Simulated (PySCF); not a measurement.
Input file for PySCF: R-M06-2X/6-31G* on CH5GeNO (SMILES C[O][Ge][NH2]), a point of a torsion scan.

```python
from pyscf import gto, scf, dft, mp
from pyscf.data.elements import chemcore

mol = gto.M(
    atom='''
    C    -1.71085576   -0.07349704    0.28714237
    O    -0.36775464    0.19999270    0.00274690
    Ge    1.11347567    0.01285938    1.03114845
    N     2.17245811    0.62969380   -0.29473137
    H    -2.29725640    0.84328388    0.17444339
    H    -1.85956961   -0.45799151    1.30102143
    H    -2.08640593   -0.81562388   -0.42371201
    H     3.17274024    0.74362513   -0.26150075
    H     1.81017980    0.91142810   -1.19336938
    ''',
    basis='6-31g*',
    cart=True,
    charge=0, spin=0, verbose=3, max_memory=1800)
mf = dft.RKS(mol, xc='m062x')
mf.conv_tol = 1e-8
mf.max_cycle = 100
mf.kernel()
if not mf.converged:
    mf = mf.newton().run(mf.mo_coeff, mf.mo_occ)
```

What total energy does the run end on?

-2247.7514 hartree.
